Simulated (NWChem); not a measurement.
System: MnHOF, sextet; SMILES [OH][Mn][F]

Input file for NWChem:

```
start job
memory heap 200 mb stack 900 mb global 1100 mb
geometry units angstroms
  Mn     0.013584    -0.027144    -0.000000
  F     -0.053390     1.757869     0.000000
  O      0.203757    -1.813984     0.000000
  H     -0.405338    -2.552809     0.000000
end
basis spherical
  Mn library sto-3g
  F library sto-3g
  O library sto-3g
  H library sto-3g
end
dft
  odft
  mult 6
  xc hfexch
  iterations 150
end
driver
  maxiter 120
end
task dft optimize
task dft freq
```

NWChem printed, in part:

```
             Northwest Computational Chemistry Package (NWChem) 7.3.0
             --------------------------------------------------------

 CS  symmetry detected

                             Geometry "geometry" -> ""
                             -------------------------

 Output coordinates in angstroms (scale by  1.889725989 to convert to a.u.)

  No.       Tag          Charge          X              Y              Z
 ---- ---------------- ---------- -------------- -------------- --------------
    1 Mn                  25.0000    -0.01060499     0.01819575     0.00000000
    2 F                    9.0000     0.02386191     1.80413218     0.00000000
    3 O                    8.0000     0.07782472    -1.77655859     0.00000000
    4 H                    1.0000    -0.57223017    -2.47961459     0.00000000

 Effective nuclear repulsion energy (a.u.)     146.8826819330

      Symmetry information
      --------------------

 Group name             Cs
 Group number              2
 Group order               2
 No. of unique centers     4

                                Z-matrix (autoz)
                                --------

 Units are Angstrom for bonds and degrees for angles

      Type          Name      I     J     K     L     M      Value
      ----------- --------  ----- ----- ----- ----- ----- ----------
    1 Stretch                  1     2                       1.78627
    2 Stretch                  1     3                       1.79693
    3 Stretch                  3     4                       0.95753
    4 Bend                     1     3     4               134.42237
    5 Bend                     2     3     4               136.37971
    6 Torsion                  2     1     4     3         180.00000

  xc_inp: hfexch multiplicative factor not found.

                           NWChem Geometry Optimization
                           ----------------------------

 maximum gradient threshold         (gmax) =   0.000450
 rms gradient threshold             (grms) =   0.000300
 maximum cartesian step threshold   (xmax) =   0.001800
 rms cartesian step threshold       (xrms) =   0.001200
 fixed trust radius                (trust) =   0.300000
 source of zmatrix                         =   autoz

          -------------------
          Energy Minimization
          -------------------

 Using diagonal initial Hessian
 Scaling for Hessian diagonals: bonds = 1.00  angles = 0.25  torsions = 0.10

          --------
          Step   0

                                 NWChem DFT Module
                                 -----------------

 Summary of "ao basis" -> "ao basis" (spherical)
 ------------------------------------------------------------------------------
       Tag                 Description            Shells   Functions and Types
 ---------------- ------------------------------  ------  ---------------------
 Mn                          sto-3g                  8       18   4s3p1d
 F                           sto-3g                  3        5   2s1p
 O                           sto-3g                  3        5   2s1p
 H                           sto-3g                  1        1   1s

      Symmetry analysis of basis
      --------------------------

        a'         22
        a"          7

            General Information
            -------------------
          SCF calculation type: DFT
          Wavefunction type:  spin polarized.
          No. of atoms     :     4
          No. of electrons :    43
           Alpha electrons :    24
            Beta electrons :    19
          Charge           :     0
          Spin multiplicity:     6
          Use of symmetry is: on ; symmetry adaption is: on
          Maximum number of iterations: 150
          AO basis - number of functions:    29
                     number of shells:    15
          Convergence on energy requested:  1.00D-06
          Convergence on density requested:  1.00D-05
          Convergence on gradient requested:  5.00D-04

              XC Information
              --------------
                     Hartree-Fock (Exact) Exchange  1.000

      Superposition of Atomic Density Guess
      -------------------------------------

 Sum of atomic energies:       -1309.61363403

      Non-variational initial energy
      ------------------------------

 Total energy =   -1308.350742
 1-e energy   =   -2109.627520
 2-e energy   =     654.394097
 HOMO         =       0.332364
 LUMO         =       0.377112

   Symmetry analysis of molecular orbitals - initial alpha
   -------------------------------------------------------

  Numbering of irreducible representations:

     1 a'          2 a"

  Orbital symmetries:

     1 a'          2 a'          3 a'          4 a'          5 a'
     6 a"          7 a'          8 a'          9 a'         10 a'
    11 a"         12 a'         13 a'         14 a'         15 a'
    16 a"         17 a'         18 a'         19 a"         20 a'
    21 a'         22 a"         23 a'         24 a"         25 a'
    26 a"         27 a'         28 a'         29 a'

   Symmetry analysis of molecular orbitals - initial beta
   ------------------------------------------------------

  Numbering of irreducible representations:

     1 a'          2 a"

  Orbital symmetries:

     1 a'          2 a'          3 a'          4 a'          5 a'
     6 a"          7 a'          8 a'          9 a'         10 a'
    11 a"         12 a'         13 a'         14 a'         15 a'
    16 a"         17 a'         18 a'         19 a"         20 a'
    21 a'         22 a"         23 a'         24 a"         25 a'
    26 a"         27 a'         28 a'         29 a'

   convergence    iter        energy       DeltaE   RMS-Dens  Diis-err
 ---------------- ----- ----------------- --------- --------- ---------
 d= 0,ls=0.0,diis     1  -1308.7696027157 -1.46D+03  9.21D-02  6.60D-01
                                                     1.05D-01  7.00D-01
 d= 0,ls=0.0,diis     2  -1296.6973869537  1.21D+01  5.44D-02  1.21D+01
                                                     9.91D-02  1.07D+01
 d= 0,ls=0.0,diis     3  -1309.9572851970 -1.33D+01  1.73D-02  6.79D-02
                                                     1.09D-02  2.01D-01
 d= 0,ls=0.0,diis     4  -1310.0818930594 -1.25D-01  1.04D-02  3.54D-02
                                                     6.15D-03  9.48D-02
 d= 0,ls=0.0,diis     5  -1310.1309526120 -4.91D-02  8.92D-03  2.67D-02
                                                     4.40D-03  4.20D-02
  Resetting Diis
 d= 0,ls=0.0,diis     6  -1310.1571813973 -2.62D-02  4.98D-03  1.19D-02
                                                     1.69D-03  9.53D-03
 d= 0,ls=0.0,diis     7  -1310.1659571681 -8.78D-03  2.97D-03  2.69D-03
                                                     1.02D-03  1.21D-03
 d= 0,ls=0.0,diis     8  -1310.1680407440 -2.08D-03  8.68D-04  2.58D-04
                                                     7.02D-04  3.35D-04
 d= 0,ls=0.0,diis     9  -1310.1684610773 -4.20D-04  1.25D-03  1.49D-04
                                                     4.32D-04  3.90D-05
 d= 0,ls=0.0,diis    10  -1310.1687525101 -2.91D-04  1.09D-03  3.26D-05
                                                     5.55D-04  2.45D-05
 d= 0,ls=0.0,diis    11  -1310.1688612382 -1.09D-04  1.67D-04  2.38D-06
                                                     1.53D-04  1.92D-06
 d= 0,ls=0.0,diis    12  -1310.1688673688 -6.13D-06  6.79D-05  5.22D-07
                                                     7.16D-05  3.89D-07
 d= 0,ls=0.0,diis    13  -1310.1688686836 -1.31D-06  4.79D-05  8.90D-08
                                                     5.34D-05  1.19D-07
 d= 0,ls=0.0,diis    14  -1310.1688690915 -4.08D-07  1.36D-05  9.32D-09
                                                     1.22D-05  7.22D-09
 d= 0,ls=0.0,diis    15  -1310.1688691224 -3.09D-08  3.48D-06  6.33D-10
                                                     4.09D-06  9.67D-10

         Total DFT energy =    -1310.168869122369
      One electron energy =    -2106.649437127762
           Coulomb energy =      719.865191642185
    Exchange-Corr. energy =      -70.267305569757
 Nuclear repulsion energy =      146.882681932966

 Numeric. integr. density =        0.000000000000

                  Occupations of the irreducible representations
                  ----------------------------------------------

                     irrep           alpha         beta
                     --------     --------     --------
                     a'               18.0         15.0
                     a"                6.0          4.0

                    DFT Final Alpha Molecular Orbital Analysis
                    ------------------------------------------

[...]

      ----------------------
      Optimization converged
      ----------------------

  Step       Energy      Delta E   Gmax     Grms     Xrms     Xmax
  ---- ---------------- -------- -------- -------- -------- --------
@    5   -1310.18067674 -6.8D-07  0.00008  0.00004  0.00082  0.00148
                                     ok       ok       ok       ok

                                Z-matrix (autoz)
                                --------

 Units are Angstrom for bonds and degrees for angles

      Type          Name      I     J     K     L     M      Value     Gradient
      ----------- --------  ----- ----- ----- ----- ----- ---------- ----------
    1 Stretch                  1     2                       1.68945   -0.00004
    2 Stretch                  1     3                       1.70529    0.00002
    3 Stretch                  3     4                       0.97206   -0.00000
    4 Bend                     1     3     4               128.70990   -0.00002
    5 Bend                     2     3     4               138.05998   -0.00008
    6 Torsion                  2     1     4     3           0.00000    0.00000

                         Geometry "geometry" -> "geometry"
                         ---------------------------------

 Output coordinates in angstroms (scale by  1.889725989 to convert to a.u.)

  No.       Tag          Charge          X              Y              Z
 ---- ---------------- ---------- -------------- -------------- --------------
    1 Mn                  25.0000    -0.16874362    -0.00326317     0.00000000
    2 F                    9.0000     0.09980619     1.66470141     0.00000000
    3 O                    8.0000     0.11688522    -1.68445973     0.00000000
    4 H                    1.0000    -0.52909633    -2.41082376     0.00000000

 Effective nuclear repulsion energy (a.u.)     154.8593433160

      Symmetry information
      --------------------

 Group name             Cs
 Group number              2
 Group order               2
 No. of unique centers     4

                Final and change from initial internal coordinates
                --------------------------------------------------

                                Z-matrix (autoz)
                                --------

 Units are Angstrom for bonds and degrees for angles

      Type          Name      I     J     K     L     M      Value       Change
      ----------- --------  ----- ----- ----- ----- ----- ---------- ----------
    1 Stretch                  1     2                       1.68945   -0.09682
    2 Stretch                  1     3                       1.70529   -0.09164
    3 Stretch                  3     4                       0.97206    0.01453
    4 Bend                     1     3     4               128.70990   -5.71247
    5 Bend                     2     3     4               138.05998    1.68027
    6 Torsion                  2     1     4     3           0.00000 -180.00000

 ==============================================================================
                                internuclear distances
 ------------------------------------------------------------------------------
       center one      |      center two      | atomic units |  angstroms
 ------------------------------------------------------------------------------
    2 F                |   1 Mn               |     3.19259  |     1.68945
    3 O                |   1 Mn               |     3.22253  |     1.70529
    4 H                |   3 O                |     1.83692  |     0.97206
 ------------------------------------------------------------------------------
                         number of included internuclear distances:          3
 ==============================================================================

[second-derivative integrals and response iterations left out]

  Vibrational analysis via the FX method

  See chapter 2 in "Molecular Vibrations" by Wilson, Decius and Cross

  Vib: Default input used

 ---------------------------- Atom information ----------------------------
     atom    #        X              Y              Z            mass
 --------------------------------------------------------------------------
    Mn       1 -3.1887920D-01 -6.1665036D-03  0.0000000D+00  5.4938100D+01
    F        2  1.8860635D-01  3.1458295D+00  0.0000000D+00  1.8998400D+01
    O        3  2.2088104D-01 -3.1831673D+00  0.0000000D+00  1.5994910D+01
    H        4 -9.9984709D-01 -4.5557963D+00  0.0000000D+00  1.0078250D+00
 --------------------------------------------------------------------------

[unprojected Hessian and modes left out]

[...]

 Rotational Constants
 --------------------
 A=   9.199722 cm-1  ( 13.236052 K)
 B=   0.162305 cm-1  (  0.233516 K)
 C=   0.159491 cm-1  (  0.229467 K)

 Temperature                      =   298.15K
 frequency scaling parameter      =   1.0000

 Zero-Point correction to Energy  =    9.691 kcal/mol  (  0.015444 au)
 Thermal correction to Energy     =   12.484 kcal/mol  (  0.019894 au)
 Thermal correction to Enthalpy   =   13.076 kcal/mol  (  0.020838 au)

 Total Entropy                    =   67.049 cal/mol-K
   - Translational                =   39.417 cal/mol-K (mol. weight =  90.9392)
   - Rotational                   =   21.433 cal/mol-K (symmetry #  =        1)
   - Vibrational                  =    6.199 cal/mol-K

 Cv (constant volume heat capacity) =   12.286 cal/mol-K
   - Translational                  =    2.979 cal/mol-K
   - Rotational                     =    2.979 cal/mol-K
   - Vibrational                    =    6.327 cal/mol-K

[normal modes left out]

 ----------------------------------------------------------------------------
 Normal Eigenvalue ||           Projected Infra Red Intensities
  Mode   [cm**-1]  || [atomic units] [(debye/angs)**2] [(KM/mol)] [arbitrary]
 ------ ---------- || -------------- ----------------- ---------- -----------
    1       -0.000 ||    0.000000           0.000         0.000       0.000
    2       -0.000 ||    0.000262           0.006         0.256       0.097
    3        0.000 ||    0.012927           0.298        12.601       4.784
    4        0.000 ||    0.009273           0.214         9.039       3.431
    5        0.000 ||    0.009918           0.229         9.669       3.670
    6        0.000 ||    0.000661           0.015         0.645       0.245
    7      116.874 ||    0.009015           0.208         8.788       3.336
    8      218.312 ||    0.029060           0.670        28.329      10.754
    9      520.405 ||    0.206094           4.755       200.910      76.266
   10      693.797 ||    0.029186           0.673        28.452      10.800
   11      874.547 ||    0.010182           0.235         9.926       3.768
   12     4358.472 ||    0.007701           0.178         7.507       2.850
 ----------------------------------------------------------------------------
```

Level: UHF/STO-3G. The spin multiplicity was typed, not searched, and may not be the lowest. No stability test was run on the SCF state.
